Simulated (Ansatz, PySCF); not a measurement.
Process, species as SMILES: [CH2-]B(S)S → CB([S-])S
Geometries: B3LYP-D3(BJ)/def2-TZVP minima from Ansatz (a first-principles code), one conformer each, not searched for the lowest. Frequencies are from Ansatz or PySCF.

Property: isomerisation energy (enthalpy at 298 K, with B3LYP-D3(BJ) rigid-rotor harmonic-oscillator terms), in kcal/mol. Valence correlation only, unless marked. Spin-orbit coupling is left out. Non-relativistic. Anions need diffuse functions: aug- sets have them; def2-D sets add few; the other sets have none. Basis-set limits of correlation are two-point, X^-3; Hartree-Fock from the larger set.

| level | program | isomerisation energy (kcal/mol) |
|---|---|---|
| BHLYP/def2-TZVPD | Ansatz | -28.4 |
| r2SCAN0/def2-TZVPD | Ansatz | -28.3 |
| HSE06-D3(BJ)/def2-TZVPD | Ansatz + dftd3 | -27.4 |
| HSE06/def2-TZVPD | Ansatz | -27.5 |
| LC-wPBE-D4/def2-TZVPD | Ansatz + dftd4 | -27.4 |
| MP2/cc-pVTZ | Ansatz | -28.1 |
| SCS-MP2/aug-cc-pV(Q+d)Z | Ansatz | -27.0 |
| CCSD(T)/STO-3G | Ansatz | -18.9 |
| CCSD(T)/cc-pVTZ | Ansatz | -27.4 |
| CCSD(T)/CBS(aug-cc-pV(T+d)Z,aug-cc-pV(Q+d)Z) | Ansatz | -26.9 |
